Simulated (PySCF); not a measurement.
# Optical rotation: `C[C@H]1O[C@@H](F)C[C@@H]1Cl`, C5H8ClFO

Geometry:
| atom | x (Å) | y (Å) | z (Å) |
| --- | --- | --- | --- |
| C1 | 1.880 | 0.599 | 0.226 |
| C2 | 0.740 | -0.395 | 0.404 |
| O3 | -0.193 | 0.069 | 1.388 |
| C4 | -1.339 | 0.493 | 0.777 |
| F5 | -1.210 | 1.821 | 0.379 |
| C6 | -1.527 | -0.371 | -0.467 |
| C7 | -0.077 | -0.595 | -0.892 |
| Cl8 | 0.177 | -2.209 | -1.592 |
| H9 | 1.490 | 1.560 | -0.101 |
| H10 | 2.390 | 0.737 | 1.175 |
| H11 | 2.588 | 0.225 | -0.509 |
| H12 | 1.131 | -1.348 | 0.777 |
| H13 | -2.165 | 0.482 | 1.495 |
| H14 | -2.122 | 0.131 | -1.226 |
| H15 | -2.001 | -1.312 | -0.189 |
| H16 | 0.230 | 0.122 | -1.655 |

Level of theory: PySCF, TDDFT LC-wPBE/def2-SVPD circular dichroism and optical rotation, one conformer, gas phase. Geometry: GFN2-xTB.

Stereocentres: C2 R, C4 S, C7 S.

Question: What is the specific rotation at 633, 589.3, 546, 436, 405, 365, 355 nm?

Answer: [α] in deg dm⁻¹ (g/mL)⁻¹:
| λ (nm) | origin-invariant length gauge | modified velocity gauge | length gauge (centre of mass) | isotropic polarisability (au) |
| --- | --- | --- | --- | --- |
| 633 | +19.6 | +12.8 | +20.6 | 74.3 |
| 589.3 | +22.8 | +14.8 | +23.9 | 74.4 |
| 546 | +26.8 | +17.4 | +28.1 | 74.7 |
| 436 | +43.5 | +28.3 | +45.7 | 75.6 |
| 405 | +51.1 | +33.3 | +53.8 | 76.1 |
| 365 | +64.6 | +41.9 | +68.1 | 76.8 |
| 355 | +68.8 | +44.6 | +72.5 | 77.0 |

Question: And for the mirror image at 589.3 nm?

Answer: -22.8 deg dm⁻¹ (g/mL)⁻¹ (origin-invariant length gauge): the same size and the opposite sign.

Question: What is the molar rotation [Φ] = [α]·M/100 of the geometry above at 589.3 nm?

Answer: With M = 138.57 g/mol, +31.5 deg cm² dmol⁻¹ (origin-invariant length gauge).

The first excitation lies at 7.51 eV (165 nm) with R = +0.3 × 10⁻⁴⁰ esu² cm² (velocity form).
